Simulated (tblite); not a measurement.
F$_{5}$Mo (SMILES [F][Mo+]([F])([F])([F])[F]), charge +1, singlet, geometry from GFN2-xTB (such geometries of metal compounds can be far from the true shape) (the multiplicity is a formal guess); GFN1-xTB run with tblite 0.6.0.

tblite was given this input:
```
$ tblite run mol.xyz --method gfn1 --charge 1 --spin 0 --grad --json tblite.json --no-restart

# file mol.xyz
6

Mo    -0.00000000     0.00000000     0.00000000
F      1.13923211    -0.67479094     1.06124415
F     -1.13923211     0.67479094    -1.06124415
F      0.19696813     1.53441364     0.76421247
F      0.99576562    -0.42956028    -1.34207718
F     -1.19273375    -1.10485336     0.57786471
```

It wrote (shortened):

```
xTB calculator
 | screened Coulomb repulsion
 | Coulomb electrostatics
 |  * isotropic Klopman-Ohno-Mataga-Nishimoto electrostatics
 |  * onsite third-order electrostatics
 | DFT-D3(BJ) dispersion correction

halogen bonding energy    0.0000000000000E+00 Eh
repulsion energy          5.7555394132163E-02 Eh
dispersion energy        -1.5072620293785E-03 Eh
number of electrons       4.0000000000000E+01 e
integral cutoff           4.0000000000000E+01 bohr

------------------------------------------------------------
  cycle        total energy    energy error   density error
------------------------------------------------------------
      1     -26.93222989709  -2.6988278E+01   1.3522820E+00
      2     -27.44830289356  -5.1607300E-01   5.2804211E-01
      3     -27.48944352059  -4.1140627E-02   1.8456875E-01
      4     -27.46332105650   2.6122464E-02   2.8321902E-01
      5     -27.50162004294  -3.8298986E-02   1.6173315E-02
      6     -27.50165303023  -3.2987288E-05   1.2398737E-02
      7     -27.50170213198  -4.9101753E-05   6.0771608E-03
      8     -27.50171727273  -1.5140750E-05   3.9015775E-04
      9     -27.50171733492  -6.2187262E-08   3.6513487E-05
     10     -27.50171733547  -5.4666316E-10   2.9709366E-06
------------------------------------------------------------

electronic energy        -2.7557765467568E+01 Eh
total energy             -2.7501717335465E+01 Eh

Post processing:
 | Mayer-Wiberg bond orders

[Info] Tight-binding results written to 'tblite.txt'
[Info] JSON dump of results written to 'tblite.json'
```
